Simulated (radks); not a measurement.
The numbers below are computed, except where a source is named.
Coulomb parameter of the 3d shell of the vanadium ion V2+ in the model configuration [Ar] 3d1.5 4s1.5, as a second difference U = [E(n + 0.25) + E(n - 0.25) - 2 E(n)] / (0.25)^2 with all orbitals relaxed. "Bare": the charge of the atom changes with n. "Screened": the 4s shell takes up the change at fixed total charge, which measures U(3d,3d) + U(4s,4s) - 2 U(3d,4s). Level of theory: scalar-relativistic Kohn-Sham, BLYP, spin-unpolarised, spherical densities, point nucleus (a radial shooting solver on a logarithmic mesh with Libxc functionals).

[
 {"case": "start", "configuration": "[Ar] 3d1.5 4s1.5", "E - E(n) (eV)": "0.000"},
 {"case": "bare +0.25", "configuration": "[Ar] 3d1.75 4s1.5", "E - E(n) (eV)": "-6.901"},
 {"case": "bare -0.25", "configuration": "[Ar] 3d1.25 4s1.5", "E - E(n) (eV)": "7.916"},
 {"case": "screened +0.25", "configuration": "[Ar] 3d1.75 4s1.25", "E - E(n) (eV)": "-2.027"},
 {"case": "screened -0.25", "configuration": "[Ar] 3d1.25 4s1.75", "E - E(n) (eV)": "2.289"}
]

U(bare) = 16.241 eV, U(screened by 4s) = 4.182 eV, against the Slater integral F0(3d,3d) = 21.334 eV with frozen orbitals.
